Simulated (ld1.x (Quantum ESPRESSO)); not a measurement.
# Logarithmic derivatives: magnesium, PAW

ld1.x (Quantum ESPRESSO) 7.5 input, shortened:

```
&input
   title='Mg', zed=12., rel=0, dft='PBESOL', iswitch=3,
   config='[Ne] 3s0 3p0 3d-2'
 /
 &inputp
   pseudotype=3, lpaw=.true., tm=.true., lloc=-1, rcloc=0.75,
   nlcc=.true., new_core_ps=.true.,
   which_augfun='BESSEL', rmatch_augfun=0.75
 /
5
2S  1  0   2.00   0.00  0.95  1.00  0.0
3S  2  0   0.00   0.00  0.95  1.00  0.0
2P  2  1   6.00   0.00  1.25  1.45  0.0
3P  3  1   0.00   0.00  1.25  1.45  0.0
3D  3  2  -2.00   0.05  1.20  1.50  0.0
 &test
   configts(1)='2s2 2p6 3s0 3p0'
 /
```

The phase is arctan(r·u′/u) with u = r·R(r), unwrapped; energies in Ry, scanned from -9 to 5 Ry. A pole is an energy at which the radial function vanishes at the test radius. The pseudo phase is shifted by a multiple of π to meet the all-electron one at the reference energy, and phase errors are pseudo minus all-electron; the curves can meet again beyond the range given. Levels narrower than the energy grid can be missing from the lists of poles.

```
channel  radius (bohr)  reference energy (Ry)  poles, all-electron  poles, pseudo  unbroken range about the reference energy with phases within 0.05 rad  phase error 1 Ry above the reference energy (rad)
      s           1.64                  -1.32                -7.09          -7.09                                                        the whole range                                             +0.000
      p           1.64                  -0.93                -4.63    -4.64, 2.31                                                            -5.1 to 0.0                                             -0.056
      d           1.64                   0.05                 none           none                                                        the whole range                                             +0.002
```

The ghost test of this file was not conclusive. Its overlap operator is not positive definite in a basis up to 400 Ry (lowest eigenvalue p -0.43), so the file is unfit for use: the generalised eigenproblem breaks down once the basis is large enough, and its test numbers describe a broken file.

Phases in the p channel:

| E (Ry) | all-electron | pseudo |
| --- | --- | --- |
| -9.00 | 1.330 | 1.310 |
| -8.52 | 1.319 | 1.298 |
| -8.04 | 1.306 | 1.285 |
| -7.56 | 1.290 | 1.268 |
| -7.08 | 1.268 | 1.245 |
| -6.60 | 1.238 | 1.213 |
| -6.12 | 1.186 | 1.159 |
| -5.64 | 1.064 | 1.031 |
| -5.16 | 0.225 | 0.172 |
| -4.68 | -1.534 | -1.538 |
| -4.20 | -1.725 | -1.735 |
| -3.72 | -1.799 | -1.811 |
| -3.24 | -1.849 | -1.861 |
| -2.76 | -1.894 | -1.904 |
| -2.28 | -1.940 | -1.949 |
| -1.80 | -1.995 | -2.000 |
| -1.32 | -2.063 | -2.065 |
| -0.84 | -2.155 | -2.155 |
| -0.36 | -2.285 | -2.296 |
| 0.12 | -2.484 | -2.552 |
| 0.60 | -2.792 | -3.079 |
| 1.08 | -3.221 | -3.857 |
| 1.56 | -3.662 | -4.364 |
| 2.04 | -3.988 | -4.619 |
| 2.52 | -4.199 | -4.772 |
| 3.00 | -4.336 | -4.886 |
| 3.48 | -4.430 | -4.984 |
| 3.96 | -4.499 | -5.082 |
| 4.44 | -4.551 | -5.191 |
| 4.92 | -4.592 | -5.320 |
